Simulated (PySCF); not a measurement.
S$_{2}$ (SMILES S=S), triplet, geometry from GFN2-xTB, with bond 1-2 at 1.3 times its length; PBE/def2-SVP in PySCF.

Here is a job for PySCF.
```python
from pyscf import gto, scf, dft

mol = gto.M(
    atom='''
S     0.000000    0.000000   -1.520034
S     0.000000    0.000000    0.950021
''',
    basis='def2-svp',
    charge=0,
    spin=2,
    verbose=4,
)

mf = dft.UKS(mol)
mf.xc = 'pbe'
mf.damp = 0.5
mf.diis_start_cycle = 5
mf.kernel()
mf.analyze()
```

Q: What does PySCF print? Leave out banner, timings and long lists.

A: 
```
PySCF version 2.14.0

[INPUT] verbose = 4
[INPUT] num. atoms = 2
[INPUT] num. electrons = 32
[INPUT] charge = 0
[INPUT] spin (= nelec alpha-beta = 2S) = 2
[INPUT] symmetry False subgroup None
[INPUT] Mole.unit = angstrom
[INPUT] Symbol           X                Y                Z      unit          X                Y                Z       unit  Magmom
[...]
nuclear repulsion = 54.8446759264551
number of shells = 16
number of NR pGTOs = 72
number of NR cGTOs = 36
basis = def2-svp
ecp = {}

******** <class 'pyscf.dft.uks.UKS'> ********
method = UKS
initial guess = minao
damping factor = 0.5
level_shift factor = 0
DIIS = <class 'pyscf.scf.diis.CDIIS'>
diis_start_cycle = 5
diis_space = 8
diis_damp = 0
SCF conv_tol = 1e-09
SCF conv_tol_grad = None
SCF max_cycles = 50
direct_scf = True
direct_scf_tol = 1e-13
number electrons alpha = 17  beta = 15
XC library pyscf.dft.libxc version 7.1.2
    S. Lehtola, C. Steigemann, M. J. T. Oliveira, and M. A. L. Marques,  SoftwareX 7, 1–5 (2018)
XC functionals = pbe
    J. P. Perdew, K. Burke, and M. Ernzerhof,  Phys. Rev. Lett. 77, 3865 (1996)
    J. P. Perdew, K. Burke, and M. Ernzerhof,  Phys. Rev. Lett. 78, 1396 (1997)
    J. P. Perdew, K. Burke, and M. Ernzerhof,  Phys. Rev. Lett. 77, 3865 (1996)
    J. P. Perdew, K. Burke, and M. Ernzerhof,  Phys. Rev. Lett. 78, 1396 (1997)
radial grids:
    Treutler-Ahlrichs [JCP 102, 346 (1995); DOI:10.1063/1.469408] (M4) radial grids

becke partition: Becke, JCP 88, 2547 (1988); DOI:10.1063/1.454033
pruning grids: <function nwchem_prune>
grids dens level: 3
symmetrized grids: False
atomic radii adjust function: <function treutler_atomic_radii_adjust>
small_rho_cutoff = 0
Set gradient conv threshold to 3.16228e-05
tot grids = 37760
init E= -795.578926421552

cycle= 1 E= -795.710618829946  delta_E= -0.132  |g|= 0.0451  |ddm|= 1.19
cycle= 2 E= -795.711478090505  delta_E= -0.000859  |g|= 0.0209  |ddm|= 0.0318
cycle= 3 E= -795.711695843203  delta_E= -0.000218  |g|= 0.0104  |ddm|= 0.0148
cycle= 4 E= -795.711757057962  delta_E= -6.12e-05  |g|= 0.00543  |ddm|= 0.00793
cycle= 5 E= -795.711782678504  delta_E= -2.56e-05  |g|= 0.000708  |ddm|= 0.00887
cycle= 6 E= -795.711783178692  delta_E= -5e-07  |g|= 0.000112  |ddm|= 0.00154
cycle= 7 E= -795.711783192516  delta_E= -1.38e-08  |g|= 2.84e-05  |ddm|= 0.000295
cycle= 8 E= -795.711783192991  delta_E= -4.75e-10  |g|= 8.15e-06  |ddm|= 6.7e-05
Extra cycle  E= -795.711783193017  delta_E= -2.66e-11  |g|= 5.53e-06  |ddm|= 2.25e-05
converged SCF energy = -795.711783193017  <S^2> = 2.001431  2S+1 = 3.0009538
**** SCF Summaries ****
Total Energy =                        -795.711783193017368
Nuclear Repulsion Energy =              54.844675926455082
One-electron Energy =                -1208.025552521655982
Two-electron Energy =                  357.469093402183489
Two-electron Coulomb Energy =          408.300866395174126
DFT Exchange-Correlation Energy =      -50.831772992990658
**** MO energy ****
                             alpha | beta                alpha | beta
[...]
To work with the spin densities directly, `use mulliken_meta_spin()` only printing them here.

 ** Mulliken spin pop alpha/beta on meta-lowdin orthogonal AOs **
 ** Mulliken Spin Density (per AO)  **
spin_pop of  0 S 1s        0.00000
spin_pop of  0 S 2s       -0.00000
spin_pop of  0 S 3s        0.00203
spin_pop of  0 S 4s        0.00011
spin_pop of  0 S 2px       0.00006
spin_pop of  0 S 2py       0.00006
spin_pop of  0 S 2pz      -0.00000
spin_pop of  0 S 3px       0.49977
spin_pop of  0 S 3py       0.49977
spin_pop of  0 S 3pz      -0.00195
spin_pop of  0 S 4px       0.00016
spin_pop of  0 S 4py       0.00016
spin_pop of  0 S 4pz       0.00018
spin_pop of  0 S 3dxy      0.00000
spin_pop of  0 S 3dyz      0.00001
spin_pop of  0 S 3dz^2    -0.00037
spin_pop of  0 S 3dxz      0.00001
spin_pop of  0 S 3dx2-y2    0.00000
spin_pop of  1 S 1s        0.00000
spin_pop of  1 S 2s       -0.00000
spin_pop of  1 S 3s        0.00203
spin_pop of  1 S 4s        0.00011
spin_pop of  1 S 2px       0.00006
spin_pop of  1 S 2py       0.00006
spin_pop of  1 S 2pz      -0.00000
spin_pop of  1 S 3px       0.49977
spin_pop of  1 S 3py       0.49977
spin_pop of  1 S 3pz      -0.00195
spin_pop of  1 S 4px       0.00016
spin_pop of  1 S 4py       0.00016
spin_pop of  1 S 4pz       0.00018
spin_pop of  1 S 3dxy     -0.00000
spin_pop of  1 S 3dyz      0.00001
spin_pop of  1 S 3dz^2    -0.00037
spin_pop of  1 S 3dxz      0.00001
spin_pop of  1 S 3dx2-y2    0.00000
 ** Mulliken Spin Density (per atom)  **
spin density of  0 S =      1.00000
spin density of  1 S =      1.00000
 ** Mulliken pop alpha/beta on meta-lowdin orthogonal AOs **
 ** Mulliken pop       alpha | beta **
[...]
In total            17.00000 | 15.00000
 ** Mulliken atomic charges   ( Nelec_alpha | Nelec_beta ) **
charge of  0S =      0.00000  (     8.50000      7.50000 )
charge of  1S =     -0.00000  (     8.50000      7.50000 )
Dipole moment(X, Y, Z, Debye):  0.00000, -0.00000, -0.00002
```
